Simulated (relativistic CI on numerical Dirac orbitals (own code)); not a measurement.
## L2,3 absorption of cobalt in several valence states

Computed multiplet spectra 2p⁶3dⁿ → 2p⁵3dⁿ⁺¹ (Dirac-Coulomb-Breit ions, Slater integrals scaled by 0.9, an assumed crystal field that grows with the charge, no charge transfer; 300 K; Lorentzian 0.4 eV and Gaussian 0.3 eV FWHM at both edges, so that L2 comes out sharper than in experiment). Peaks over 5 % are given in eV from the highest peak in the L3 region of each spectrum (height, largest 100). S of the lowest state is read from ⟨S²⟩, and the branching ratio is the share of L3, cut at the minimum between the edges.

Field parameters in Wybourne normalisation: Oh B⁴₀ = 21Dq, B⁴₄ = √(5/14) B⁴₀. The field is a parameter set, without covalency.

- Co²⁺ (d7, Oh, 10Dq = 15750 cm⁻¹): S = 1.50, high spin, branching ratio 0.81; peaks -4.0 (66), -2.1 (77), -1.5 (86), 0.0 (100), 1.5 (20), 2.8 (9), 12.0 (6), 13.4 (24), 14.4 (23), 15.1 (24), 16.5 (6)
- Co⁴⁺ (d5, Oh, 10Dq = 24950 cm⁻¹): S = 2.50, high spin, branching ratio 0.78; peaks -3.2 (36), -2.3 (11), 0.0 (100), 2.0 (20), 4.8 (7), 12.6 (11), 15.8 (14), 17.9 (10)
- Co⁵⁺ (d4, Oh, 10Dq = 29550 cm⁻¹): S = 1.89, high spin, branching ratio 0.69; peaks -4.4 (20), -3.5 (51), -1.6 (32), 0.0 (100), 2.2 (55), 4.2 (21), 5.5 (9), 9.9 (10), 11.5 (36), 12.4 (23), 14.5 (20), 16.1 (24), 16.4 (23), 18.1 (10), 19.3 (6)

Problem. What spin state follows for Co³⁺ in Oh, 10Dq = 20350 cm⁻¹, and does its branching ratio lie nearer 2/3 or nearer 0.8?

Solution. Co³⁺ (d6, Oh, 10Dq = 20350 cm⁻¹): S = 0.07, low spin, branching ratio 0.67; peaks -2.7 (8), 0.0 (100), 1.4 (20), 2.3 (39), 4.5 (6), 14.3 (51), 15.6 (17), 16.2 (15). High-spin states, above all those with an unquenched orbital moment, raise the ratio above the statistical 2/3; low spin and nearly empty shells keep it near or below 2/3.

The centroid of the whole edge, which also moves with the branching ratio, lies at 784.2 (Co²⁺), 789.2 (Co³⁺), 791.4 (Co⁴⁺), 796.4 (Co⁵⁺) eV in this ionic model, in steps of 2.2 to 5.0 eV. Compounds show about 1 to 2 eV a unit and lower energies for the high valences, since ligands screen the charge. The multiplet shape follows the d count and the spin state, and so serves as a fingerprint of valence. Real compounds of Co⁴⁺, Co⁵⁺ are mostly low spin, since covalency shrinks the Slater integrals more than this scale does. Co⁵⁺ lies at a spin crossover.
